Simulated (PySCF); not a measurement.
## A ladder of Hamiltonians for Pr⁴⁷⁺ (praseodymium, charge +47)

Occupied: 1s1/2, 2s1/2, 2p1/2, 2p3/2, 3s1/2. Hartree-Fock calculated with PySCF 2.14 in an even-tempered Gaussian basis (17 s from 5.1 bohr⁻², ratio 2.7; 13 p from 6.1 bohr⁻², ratio 2.7), Gaussian nucleus throughout. NR is non-relativistic, sf-X2C the spin-free one-electron X2C Hamiltonian, X2C adds the bare one-electron spin-orbit term, X2C-SNSO screens it by Boettger's factors, DC is four-component Dirac-Coulomb, and the Gaunt term is added at first order (total energies over the DC spinors, levels after relaxing the spinors in that mean field). QED terms are absent. Levels marked empty are virtual spinors of this ion; the basis has s and p functions only, so 3d, which can lie below the n = 4 levels, is absent.

```json
{"Hamiltonian": "NR", "E (hartree)": "-6746.0249", "E − E(DC) (hartree)": "295.2345", "CPU seconds": "0.35"}
{"Hamiltonian": "sf-X2C", "E (hartree)": "-7035.3024", "E − E(DC) (hartree)": "5.9570", "CPU seconds": "0.18"}
{"Hamiltonian": "X2C", "E (hartree)": "-7039.0596", "E − E(DC) (hartree)": "2.1998", "CPU seconds": "0.23"}
{"Hamiltonian": "X2C-SNSO", "E (hartree)": "-7038.7978", "E − E(DC) (hartree)": "2.4615", "CPU seconds": "0.24"}
{"Hamiltonian": "DC", "E (hartree)": "-7041.2593", "E − E(DC) (hartree)": "0.0000", "CPU seconds": "19"}
{"Hamiltonian": "DC+Gaunt", "E (hartree)": "-7034.2469", "E − E(DC) (hartree)": "7.0125", "CPU seconds": "30"}
```

```
   level (eV)        NR    sf-X2C       X2C  X2C-SNSO        DC  DC+Gaunt
        1s1/2  -43366.2  -45491.6  -45486.7  -45487.1  -45529.6  -45415.7
        2s1/2   -9404.2   -9993.4   -9992.2   -9992.3   -9997.7   -9986.0
        2p1/2   -9092.0   -9286.3   -9649.9   -9636.2   -9639.0   -9618.5
        2p3/2   -9092.0   -9286.3   -9128.6   -9133.8   -9137.7   -9123.4
        3s1/2   -3848.2   -4029.2   -4029.0   -4029.0   -4030.3   -4027.2
3p1/2 (empty)   -3669.3   -3744.9   -3837.0   -3833.5   -3834.2   -3829.1
3p3/2 (empty)   -3669.3   -3744.9   -3704.6   -3706.0   -3706.8   -3703.2
4s1/2 (empty)   -2040.6   -2111.6   -2111.5   -2111.5   -2112.0   -2110.8
```

| interval (eV) | sf-X2C | X2C | X2C-SNSO | DC | DC+Gaunt |
| --- | --- | --- | --- | --- | --- |
| 2p3/2 − 2p1/2 | -1.026e-09 | 521.3 | 502.4 | 501.3 | 495.1 |
| 3p3/2 − 3p1/2 | 6.914e-10 | 132.3 | 127.6 | 127.4 | 125.8 |

Weight of the small component: 1s1/2 0.0479, 2s1/2 0.0108, 2p1/2 0.0107, 2p3/2 0.0101, 3s1/2 0.00412, 3p1/2 0.00404, 3p3/2 0.00388, 4s1/2 0.00196.

Koopmans' value for the highest occupied level at DC+Gaunt: 4027.2 eV, against an ionisation energy of 4030 ± 4 eV (theoretical estimate listed by NIST; NIST Atomic Spectra Database, ionization energies); the former lacks relaxation, correlation, QED and recoil.

The whole ladder took 54 s of wall time on 1 thread of Intel(R) Xeon(R) Platinum 8259CL CPU @ 2.50GHz (shared host), launched as `OMP_NUM_THREADS=1 python relrun2.py TASK.json OUT` (a driver that calls PySCF for each Hamiltonian).
